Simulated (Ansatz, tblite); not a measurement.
Adding an electron: Cd6⁺. Charge 1, multiplicity 2. Geometry: PBE/def2-SVP. Ansatz, gas phase; energy differences of separate SCF runs; the reduced species is a singlet (the triplet lies 0.97 eV higher at PBE0/def2-TZVP).

```
atom   x (Å)   y (Å)   z (Å)
 Cd1  -0.885   1.278  -0.468
 Cd2   2.252   0.473   2.642
 Cd3  -2.216  -0.456  -2.681
 Cd4   0.903  -1.281   0.459
 Cd5  -0.499  -2.973  -1.742
 Cd6   0.445   2.957   1.790
```

In the def2 sets Cd takes a core potential; there is no spin–orbit coupling. The xTB rows come from tblite. The structure comes from a short search, and lower isomers may exist.

**Question.** Estimate orbital energies and vertical electron affinities at: GFN1-xTB; GFN2-xTB; LDA (SPW92)/def2-TZVP; PBE/def2-TZVP; PBE0/def2-TZVP.

**Answer.** 
```
                level  −HOMO (eV)  −LUMO (eV)  vertical EA (eV)  HOMO–LUMO gap (eV)
             GFN1-xTB           –           –             11.69                   –
             GFN2-xTB           –           –              7.92                   –
LDA (SPW92)/def2-TZVP        7.89        7.72              5.95                0.17
        PBE/def2-TZVP        7.54        7.32              5.59                0.23
       PBE0/def2-TZVP        7.91        6.64              5.43                1.27
```

  HOMO and LUMO are the levels of the spin that leaves or enters (xTB has no such levels and no spin-polarisation term). Other spin states of the ions may lie lower, which would lower the ionisation energy or raise the affinity. Raw xTB energy differences between charge states are shifted by several eV; the methods need an empirical correction for them.
